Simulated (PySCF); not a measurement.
**SnH₃⁺, singlet: molecular constants**

These are results of PySCF, PBE0, basis Sn def2-TZVP with ECP28, H def2-TZVP (scalar-relativistic core potentials, no spin–orbit coupling, density fitting), not measurements.

The structure is a minimum.

```
Point group                                                                   : D3h
Bond lengths                                                                  : Sn–H 1.686 Å (×3)
Bond angles                                                                   : H–Sn–H 120.0° (×3)
Lowest empty level                                                            : -9.39 eV
Rotational symmetry number                                                    : 6
Heat capacity Cp at 298.15 K                                                  : 44.3 J/(mol K)
Zero-point energy                                                             : 48.7 kJ/mol
Rotational constants                                                          : 3.923, 3.923, 1.961 cm⁻¹
Principal polarisabilities                                                    : 21.0, 32.9, 32.9 bohr³
Enthalpy at 298.15 K above 0 K                                                : 10.88 kJ/mol
Dipole moment about the centre of mass                                        : 0.00 D
Highest occupied level                                                        : -16.10 eV
Principal quadrupole moments (Buckingham, traceless) about the centre of mass : -1.23, -1.23, 2.45 D Å
Entropy at 298.15 K and 1 bar                                                 : 227.8 J/(mol K)
```

Harmonic modes (masses in u: Sn 119.902, H 1.008):
```tsv
symmetry	ω (cm⁻¹)	IR (km/mol, summed over degenerate members)	μ (u)	type
a2''	676	38.5	1.03	bend
e'	678	103	1.02	bend
a1'	2002	0.0	1.01	stretch
e'	2053	13.3	1.02	stretch
```

In D3h the vibrations span a2'' + 2e' + a1'. The a1' mode carries no infrared intensity, as symmetry demands.

Charges (e):
```
  atom  Mulliken  Löwdin  polar tensor  Mayer order to Sn1
   Sn1      0.65    0.96          1.35                   –
H2,3,4      0.12    0.01         -0.12                0.91
```

Mulliken populations on Sn1 (electrons outside its core potential): s 3.51, p 7.75, d 10.08, f 0.02.

Counting electrons, tin keeps none of its valence electrons outside its bonds, so the VSEPR class is AX3 and the expected shape is trigonal planar (D3h), as computed.

Other isomers or separated fragments may lie lower.

The final relaxation and frequency run took about 26 core-seconds on a shared host.
